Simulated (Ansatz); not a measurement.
Reaction (isomerisation): `CC(C)C(C)C(C)(C)C` → `CC(C)CC(C)C(C)C`

Isolated molecules relaxed with PBE0-D4/def2-TZVP in Ansatz; ΔE leaves out vibrations. CCSD(T)/CBS adds triple-zeta CCSD(T) − MP2 to the extrapolated MP2 energy (def2 sets, frozen cores). Functionals use def2-TZVPP. Each species was taken in one conformer, which may not be the lowest.

```csv
species,r2SCAN0 energy (Eh)
`CC(C)C(C)C(C)(C)C`,-354.89096
`CC(C)CC(C)C(C)C`,-354.89275
```

**Question.** Work out ΔE.

**Answer.** ΔE = (-354.89275) − (-354.89096) = -0.00179 Eh = -0.05 eV. CCSD(T)/CBS gives +0.01 eV.

Largest T1 diagnostic among the species: 0.009.

In def2-TZVPP, CCSD(T) changes the Hartree–Fock value by +0.21 eV (the triples alone add +0.03 eV) and MP2 by +0.25 eV. Leaving LDA and LC-ωPBE aside and taking each functional with its dispersion term where it has one, the values, not all of them listed here, spread over 0.07 eV, from B2PLYP to revPBE-D4. LDA lies +0.14 eV from PBE without D4. The D4 term adds +0.10 eV with B3LYP and +0.06 eV with PBE0; it sums over pairs of atoms, weighted by their polarisabilities, and B3LYP, whose exchange is more repulsive, gets the larger term.

B3LYP here is the variant with VWN-RPA as its local correlation; programs differ in this.
